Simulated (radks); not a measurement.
The numbers below are computed, except where a source is named.
Question: Species: the krypton ion Kr3+. Configuration: [Ar] 3d10 4s1.75 4p3 5s0.25 (fractional occupations, a model configuration). Level of theory: Dirac Kohn-Sham, LDA (Slater exchange, Perdew-Wang correlation), spin-unpolarised, spherical densities, point nucleus; open shells fill j = l - 1/2 first (a radial shooting solver on a logarithmic mesh with Libxc functionals). Some entries of the table are withheld. Estimate them.

orbital,occ.,eigenvalue (eV),<1/r> (bohr^-1)
1s1/2,2,-14173.96,36.72
2s1/2,2,-1903.735,8.216
2p1/2,2,-1726.138,8.193
2p3/2,4,-1672.398,7.908
3s1/2,2,-305.2760,2.712
3p1/2,2,-242.5098,2.601
3p3/2,4,-234.5673,2.532
3d3/2,4,(1),2.289
3d5/2,6,(2),2.271
4s1/2,1.75,-60.6961,0.9222
4p1/2,2,(3),0.8130
4p3/2,1,(4),0.7975
5s1/2,0.25,-21.1706,0.3971

Answer: 
(1) 3d3/2 eigenvalue (eV): -124.6610
(2) 3d5/2 eigenvalue (eV): -123.3484
(3) 4p1/2 eigenvalue (eV): -45.4119
(4) 4p3/2 eigenvalue (eV): -44.4809
